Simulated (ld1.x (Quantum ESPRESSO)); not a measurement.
Pd (Z = 46): variants of one TM potential

Base potential:

Pd, norm-conserving Troullier–Martins (Kleinman–Bylander form), made with ld1.x (Quantum ESPRESSO) 7.5 (LDA (PZ), scalar-relativistic). Core [Kr], reference 4d8 5s0 5p0 (charge +2). Waves: 5p (bound, empty): rc 3.00 bohr; 4d (bound): rc 1.60 bohr; 5s (bound, empty): rc 2.45 bohr. Local part: the s channel. Core correction: Bessel-smoothed model core inside 1.10 bohr.

Cutoffs, loose and tight: the cutoffs (Ry, on a coarse ladder) from which the occupation-weighted sum of valence levels, in a spherical-Bessel basis at the reference potential, stays within 10 and 1 mRy of its value at 400 Ry. They do not see the model core or the augmentation charge, which bear on the density cutoff. Test errors are all-electron minus pseudo excitation energies from the reference, over the configurations 4d10 5s0 5p0; 4d9 5s0 5p0; 4d7 5s0 5p0; 4d9.5 5s0 5p0; 4d9 5s1 5p0; 4d9 5s0 5p1; 4d8 5s1 5p0 (two spin-polarised tests are not counted in the largest error). A dash means not determined; rows that change the core or the reference have their own tests. The largest error is taken over the tests solved by every variant that gives reliable tests at all: 4d10 5s0 5p0; 4d7 5s0 5p0; 4d8 5s1 5p0; 4d9 5s0 5p0; 4d9 5s0 5p1; 4d9 5s1 5p0; 4d9.5 5s0 5p0.

| change | outcome | cutoff, loose | cutoff, tight | bound ghosts | largest test error (meV) |
| --- | --- | --- | --- | --- | --- |
| base | generated | 70 Ry | 90 Ry | none | -398 |
| wave 4d (bound): rc 1.60 bohr becomes 4d (bound): rc 1.08 bohr | generated | 90 Ry | 140 Ry | none | -401 |
| wave 4d (bound): rc 1.60 bohr becomes 4d (bound): rc 1.34 bohr | generated | 70 Ry | 90 Ry | none | -399 |
| wave 4d (bound): rc 1.60 bohr becomes 4d (bound): rc 1.56 bohr | generated | 70 Ry | 100 Ry | none | -398 |
| wave 4d (bound): rc 1.60 bohr becomes 4d (bound): rc 1.78 bohr | generated | 60 Ry | 90 Ry | none | -395 |
| wave 4d (bound): rc 1.60 bohr becomes 4d (bound): rc 1.88 bohr | generated | 55 Ry | 90 Ry | none | -393 |
| wave 4d (bound): rc 1.60 bohr becomes 4d (bound): rc 2.12 bohr | generated | 50 Ry | 70 Ry | none | -382 |
| wave 4d (bound): rc 1.60 bohr becomes 4d (bound): rc 2.32 bohr | generated | 45 Ry | 70 Ry | none | -362 |

Reading the sweep of the d radius (base included, trends over the rows without a ghost): The loose cutoff falls from 90 Ry at 1.08 to 45 Ry at 2.32 bohr. A larger radius leaves more room for a smooth pseudo-wave, so fewer plane waves are needed; a smaller one forces it to follow the all-electron wave where it bends sharply. The median size of the test errors (rows with all tests solved) stays near 145.8 meV.
